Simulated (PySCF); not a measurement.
# `InChI=1S/C6H7NOS/c7-5-6-1-3-9(8)4-2-6/h1,3,6H,2,4H2/t6-,9-/m1/s1`

Molfile (atoms numbered from 1):
```
C6H7NOS
     RDKit          3D

 16 16  0  0  0  0  0  0  0  0999 V2000
    1.8918   -0.9499    2.3252 N   0  0  0  0  0  0  0  0  0  0  0  0
    1.5022   -0.8343    1.2574 C   0  0  0  0  0  0  0  0  0  0  0  0
    0.9830   -0.6612   -0.0854 C   0  0  2  0  0  0  0  0  0  0  0  0
    1.1920    0.7810   -0.4667 C   0  0  0  0  0  0  0  0  0  0  0  0
    0.2421    1.6890   -0.5843 C   0  0  0  0  0  0  0  0  0  0  0  0
   -1.5514    1.4033   -0.4033 S   0  0  0  0  0  4  0  0  0  0  0  0
   -1.9864    0.9307   -1.7211 O   0  0  0  0  0  0  0  0  0  0  0  0
   -1.3629   -0.1297    0.6234 C   0  0  0  0  0  0  0  0  0  0  0  0
   -0.4856   -1.0996   -0.1383 C   0  0  0  0  0  0  0  0  0  0  0  0
    1.5824   -1.2938   -0.7527 H   0  0  0  0  0  0  0  0  0  0  0  0
    2.2286    1.0576   -0.6247 H   0  0  0  0  0  0  0  0  0  0  0  0
    0.4681    2.7032   -0.8735 H   0  0  0  0  0  0  0  0  0  0  0  0
   -0.9429    0.1623    1.5842 H   0  0  0  0  0  0  0  0  0  0  0  0
   -2.3665   -0.5279    0.7641 H   0  0  0  0  0  0  0  0  0  0  0  0
   -0.8209   -1.1109   -1.1804 H   0  0  0  0  0  0  0  0  0  0  0  0
   -0.5812   -2.1108    0.2647 H   0  0  0  0  0  0  0  0  0  0  0  0
  1  2  3  0
  2  3  1  0
  3  4  1  0
  4  5  2  0
  5  6  1  0
  6  7  2  0
  6  8  1  1
  8  9  1  0
  9  3  1  0
  3 10  1  6
  4 11  1  0
  5 12  1  0
  8 13  1  0
  8 14  1  0
  9 15  1  0
  9 16  1  0
M  END
```

Theory: GIAO B97-2/pcSseg-1 magnetisability, rotational g tensor and spin-rotation constants, non-relativistic, gas phase in PySCF 2.14.0. Geometry: GFN2-xTB.

Question: Give the nuclear spin-rotation constants along the inertial axes (H = +C I·J) beside the isotropic shieldings.

Answer: Rotational constants 3.1115, 1.0034, 0.9171 GHz. A star marks the isotopologue with that one atom substituted, in its own axes.
```csv
atom,isotope,Caa (kHz),Cbb (kHz),Ccc (kHz),mean (kHz),σ (ppm)
N1,14N,0.309,0.219,0.137,0.222,-27.7
H10,1H,-0.298,-0.106,0.017,-0.129,28.6
H11,1H,-0.190,0.050,-0.100,-0.080,25.4
H12,1H,-0.229,0.070,-0.099,-0.086,24.9
H13,1H,-0.187,-0.108,-0.017,-0.104,29.1
H14,1H,-0.276,0.030,-0.115,-0.120,29.1
H15,1H,-0.154,-0.098,-0.019,-0.090,28.4
H16,1H,-0.216,-0.018,-0.098,-0.111,29.8
C2,13C*,0.564,0.436,0.250,0.417,66.4
C3,13C*,0.524,0.160,0.129,0.271,158.1
C4,13C*,0.892,0.481,0.170,0.514,52.9
C5,13C*,0.966,0.496,0.178,0.547,42.6
S6,33S*,1.435,0.418,0.250,0.701,225.8
O7,17O*,-0.538,0.072,-0.202,-0.223,267.0
C8,13C*,0.512,0.196,0.190,0.299,137.3
C9,13C*,0.441,0.125,0.148,0.238,167.8
```
For the geometry as given, no vibrational averaging.
